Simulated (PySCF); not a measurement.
# BTe⁺: from constants to spectrum

UHF-CCSD(T) constants of BTe⁺, ³Π (triplet), unpaired electrons σ ↑, π ↑ (B def2-SVPD, Te def2-SVPD with ECP28; scalar-relativistic core potentials (PySCF 2.14); masses 11.0093 and 129.9062 u):

| Item | Value |
| --- | --- |
| ωe | 651.9 cm⁻¹ |
| ωexe | 5.31 cm⁻¹ |
| Be | 0.38276 cm⁻¹ |
| αe | 0.00337 cm⁻¹ |
| De to B⁺ + Te | 2.32 eV |

Problem. What force constant and bond length do these constants imply?

Solution. Reduced mass μred = 10.149 u; k = 5.8918×10⁻⁷·μred·ωe² (u, cm⁻¹, mdyn/Å) = 2.54 mdyn/Å; Re = √(16.8576/(μred·Be)) (u, cm⁻¹, Å) = 2.083 Å.

Problem. Estimate the centrifugal constant D from the Kratzer relation and find the Dunham coefficient a1.

Solution. D = 4Be³/ωe² = 5.28e-07 cm⁻¹; a1 = −1 − αeωe/(6Be²) = -3.50.

Correlated steps freeze 5 core orbitals. Correlated levels converge slowly with the basis: in double zeta they bind strong bonds too weakly, by up to about 1 eV, and carry superposition errors of some tenths. Spin–orbit coupling is left out, which matters for elements this heavy, above all for dissociation energies. For an ion De counts to the pair picked by the measured ionisation energies or electron affinities, which need not be the lowest pair at this level. The state was picked by a PBE0 search and need not be the measured ground state.
